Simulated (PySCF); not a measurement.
One of the candidates below gave these computed data.

All candidates are C6H10O2S.

* Rotational structure: rotational constants A, B, C: 2.037, 1.461, 1.054 GHz [GFN2-xTB]
* 13C NMR: chemical shifts (computed TMS as zero) by class: 145.8 (1 C), 142.3 (1 C), 65.3 (1 C), 37.6 (1 C), 25.8 (1 C), 15.2 (1 C) ppm [GIAO PBE0/pcSseg-1]
* NMR, other nuclei: isotropic shieldings of nuclei other than C and H, by class: 92 (1 O), 108 (1 O), 155 (1 S) ppm [GIAO PBE0/pcSseg-1]
* Dipole: 5.15 D [PBE0/pcSseg-1]
* 1H NMR: chemical shifts (computed TMS as zero) by class: 6.88 (1 H), 6.52 (1 H), 2.79 (1 H), 2.58 (1 H), 2.31 (1 H), 2.00 (1 H), 1.72 (1 H), 1.34 (3 H) ppm [GIAO PBE0/pcSseg-1]

Gas-phase values; electronic properties from PySCF, density fitting. Levels stand in brackets. Geometry: GFN2-xTB, one conformer, isolated molecule. NMR classes are plain means over equivalent atoms (diastereotopic ones count apart unless rotation or inversion swaps them), as if these changed places fast.

Question: Which candidate is it?
A. `CC[C@@H]1CC=CS1(=O)=O`
B. `C=C(C)C(=C)S(C)(=O)=O`
C. `CC[C@H]1C=CCS1(=O)=O`

Answer: A. It is `CC[C@@H]1CC=CS1(=O)=O`. Numbering: `[CH3:1][CH2:2][C@@H:3]1[CH2:4][CH:5]=[CH:6][S:7]1(=[O:8])=[O:9]`. 6 carbons fall into 6 classes; from least to most shielded: alkene CH carbon [C6] (145.8 ppm), alkene CH carbon [C5] (142.3 ppm), ring sp3 carbon bound to sulfur [C3] (65.3 ppm), allylic carbon [C4] (37.6 ppm), chain CH2 carbon [C2] (25.8 ppm), methyl carbon [C1] (15.2 ppm). Hydrogen classes from least to most shielded: 1 H on an alkene CH carbon, C6 (6.88 ppm), 1 H on an alkene CH carbon, C5 (6.52 ppm), 1 H on an allylic carbon, C4 (2.79 ppm), 1 H on an sp3 carbon bound to sulfur, C3 (2.58 ppm), 1 H on an allylic carbon, C4 (2.31 ppm), 1 H on a chain CH2 carbon, C2 (2.00 ppm), 1 H on a chain CH2 carbon, C2 (1.72 ppm), 3 H on a methyl carbon, C1 (1.34 ppm, a mean of values up to 0.8 ppm apart in this geometry). The other shieldings belong to: 92 ppm, sulfonyl oxygen [O9]; 108 ppm, sulfonyl oxygen [O8]; 155 ppm, sulfonyl sulfur [S7]. The optimised geometry has point group C1 and is an asymmetric top.

The others, at the same levels:
- `C=C(C)C(=C)S(C)(=O)=O` fails: its computed 13C shifts are 158.4 (1 C), 142.5 (1 C), 129.6 (1 C), 129.0 (1 C), 47.3 (1 C), 24.6 (1 C) ppm, 1H shifts are 7.07 (1 H), 6.67 (1 H), 6.17 (1 H), 5.78 (1 H), 2.64 (3 H), 2.04 (3 H) ppm and rotational constant A is 2.288 GHz (against 2.037 GHz).
- `CC[C@H]1C=CCS1(=O)=O` fails: its computed 13C shifts are 139.9 (1 C), 132.1 (1 C), 71.2 (1 C), 63.1 (1 C), 24.4 (1 C), 15.3 (1 C) ppm, 1H shifts are 6.21 (1 H), 6.01 (1 H), 3.63 (1 H), 3.58 (1 H), 3.29 (1 H), 2.00 (1 H), 1.83 (1 H), 1.33 (3 H) ppm and dipole moment is 4.44 D (against 5.15 D).

Each candidate is one conformer, not necessarily the lowest. The conformers computed, where there is a choice (atom-mapped SMILES and torsion angles):
- `[CH2:1]=[C:2]([CH3:3])[C:4](=[CH2:5])[S:6]([CH3:7])(=[O:8])=[O:9]`: C1–C2–C4–C5 -161°, C2–C4–S6–C7 62°

The conformers of `CC[C@@H]1CC=CS1(=O)=O` and `CC[C@H]1C=CCS1(=O)=O` aren't listed.
